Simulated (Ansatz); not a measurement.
`[CH2][SbH][CH3]`, charge 0, multiplicity 2.

Q: Give a relaxed structure at PBE0-D4/def2-TZVP (the Gaussian-basis code of Ansatz). (An estimate is asked.)

A: Computed: 
Cartesian coordinates in Å:
```
C -0.9333 -1.2739 0.7737
Sb -0.0550 0.6032 1.0973
C 0.4503 0.9924 -0.9670
H -1.7189 -1.3955 0.0349
H -0.8033 -2.0896 1.4765
H 1.4788 -0.0355 1.5192
H 0.9450 0.1277 -1.4048
H -0.4683 1.2086 -1.5129
H 1.1047 1.8627 -1.0169
```
This is one stationary point; other conformers may exist.
